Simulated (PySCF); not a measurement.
**A thermochemical cycle for KB**

PBE in PySCF with def2-SVPD on every atom, for the lowest determinant that a PBE0 search found; no spin–orbit coupling. KB, a triplet (σ ↑, π ↑), has De = 1.09 eV to neutral atoms, and KB⁺, a doublet (σ ↑), has De = 0.37 eV to K⁺ + B.

At the same level the K atom ionises at 4.42 eV.

Problem. What is the adiabatic ionisation energy of the molecule, and does ionisation strengthen or weaken the bond?

Solution. IE = IE(K) + De(neutral) − De(ion) = 4.42 + 1.09 − 0.37 = 5.14 eV. De changes by -0.72 eV, so ionisation weakens the bond.

Weak bonds: KB⁺. Basis-set superposition, not corrected here, can be much of De in a small basis, most of all at correlated wavefunction levels. For an ion De counts to the pair picked by the measured ionisation energies or electron affinities, which need not be the lowest pair at this level. States were picked by a PBE0 search and need not be the measured ground states.
